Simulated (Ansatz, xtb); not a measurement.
**C4H6FN3: which of two isomers lies lower**

Structure a: `Cc1n[nH]c(CF)n1`, a singlet. Structure b: `FCCc1ncn[nH]1`, a singlet. Both are isolated molecules in the gas phase, relaxed with B3LYP-D3(BJ)/def2-SVP; the shapes shown needn't be the lowest conformers.

a (Å):

```xyz
14

C     0.4338    2.0511   -1.2547
C     0.6895    1.0188   -0.2092
C     0.4300   -0.1867    1.5029
C    -0.0499   -0.8567    2.7505
F     0.8650   -1.8212    3.1302
N     1.7682    0.2463   -0.2080
N     1.5876   -0.5175    0.8911
N    -0.1658    0.7810    0.8362
H     1.2538    2.0604   -1.9845
H    -0.5130    1.8459   -1.7785
H     0.3445    3.0499   -0.7993
H     2.2604   -1.2231    1.1672
H    -0.1603   -0.1203    3.5644
H    -1.0299   -1.3332    2.5785
```

b (Å):

```xyz
14

C    -1.6100   -1.2696   -0.7154
C    -0.7393   -0.0419   -0.9166
C    -1.1030    1.1013   -0.0243
C    -1.5226    2.9867    0.8157
F    -1.4674   -1.7352    0.5919
N    -1.1765    2.3801   -0.3549
N    -1.6707    2.1667    1.8442
N    -1.3958    0.9684    1.2943
H    -2.6760   -1.0383   -0.8762
H    -1.3105   -2.0820   -1.3967
H     0.3160   -0.3257   -0.7570
H    -0.8236    0.3063   -1.9565
H    -1.6730    4.0614    0.9123
H    -1.4468    0.1074    1.8288
```

Quicker runs give these differences E(b) − E(a): GFN2-xTB +9.31 kJ/mol; HF/STO-3G +7.35 kJ/mol (at GFN2-xTB geometries); r2SCAN-D4/def2-SVP +4.59 kJ/mol (at GFN2-xTB geometries).

Problem. Estimate E(b) − E(a) at the level CCSD(T)/def2-SVP + ΔMP2/def2-TZVPP.

Solution. Too close to call at this level: CCSD(T)/def2-SVP + ΔMP2/def2-TZVPP gives E(b) − E(a) = +3.46 kJ/mol.

Level by level:

| level | geometry | E(b) − E(a) (kJ/mol) | departure from the last row (kJ/mol) | job, with rough time for the two |
| --- | --- | --- | --- | --- |
| GFN2-xTB | GFN2-xTB | +9.31 | +5.85 | optimisation, 0.1 s |
| HF/STO-3G | GFN2-xTB | +7.35 | +3.89 | single point, 0.36 s |
| r2SCAN-D4/def2-SVP | GFN2-xTB | +4.59 | +1.13 | single point, 3.7 s |
| B3LYP-D3(BJ)/def2-SVP | B3LYP-D3(BJ)/def2-SVP | +2.54 | −0.92 | optimisation, 78 s |
| HF/def2-SVP | B3LYP-D3(BJ)/def2-SVP | +9.00 | +5.54 | part of the CCSD(T) run |
| MP2/def2-SVP | B3LYP-D3(BJ)/def2-SVP | +1.44 | −2.02 | part of the CCSD(T) run |
| CCSD(T)/def2-SVP | B3LYP-D3(BJ)/def2-SVP | +2.06 | −1.40 | single point |
| CCSD(T)/def2-SVP + ΔMP2/def2-TZVPP | B3LYP-D3(BJ)/def2-SVP | +3.46 |  | single point, 79 s |

As drawn, both hold the same kinds of bond in the same numbers. Structure a has 1 methyl group, b 0.

The largest departure from CCSD(T)/def2-SVP + ΔMP2/def2-TZVPP is that of GFN2-xTB, 5.85 kJ/mol. The last row adds to CCSD(T) the change of the MP2 difference between the two basis sets, here +1.40 kJ/mol.

With thermal terms from frequencies at re-optimised GFN2-xTB minima (ideal gas, soft modes damped towards free rotors, one conformer each, 298.15 K, 1 atm): on the last row, ΔE + ΔZPE = +7.13, ΔH = +5.33, ΔG = +9.13 kJ/mol.

The correlated steps freeze 8 core orbitals. Run with Ansatz 0.2.0, xtb 6.7.1; the last row on 4 threads of Arm Neoverse V2 on a shared host.
